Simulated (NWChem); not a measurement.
System: NH2TeCl; SMILES N[Te]Cl

Input file for NWChem:

```
start job
memory heap 200 mb stack 900 mb global 1100 mb
geometry units angstroms noautoz
  Te     0.345036     0.445923     0.000000
  Cl    -0.184394    -1.898468     0.000000
  N     -1.443985     1.327396     0.000000
  H     -2.000285     1.191304    -0.840102
  H     -2.000285     1.191304     0.840102
end
basis spherical
  * library def2-svpd
end
ecp
  Te library def2-ecp
end
dft
  xc b3lyp
  iterations 150
end
tddft
  cis
  nroots 6
  notriplet
end
task tddft energy
```

Structure relaxed at the PBE0/def2-SVP level. Not confirmed as a minimum by frequencies. def2 effective core potentials on Te; no spin-orbit coupling.

Vertical excitations in the gas phase.

Question: What results follow from this input? (B3LYP/def2-SVPD with def2 effective core potentials on Te, TDA.) Quantities: lowest excitation, singlet (eV); oscillator strength of that lowest state; lowest state with f > 0.02, singlet (eV); oscillator strength of that bright state; orbital gap (eV).

Answer: 
```json
{
  "lowest excitation, singlet (eV)": "2.68",
  "oscillator_strength_of_that_lowest_state": "0.000",
  "lowest state with f > 0.02, singlet (eV)": "4.88",
  "oscillator_strength_of_that_bright_state": "0.020",
  "orbital gap (eV)": "3.71"
}
```
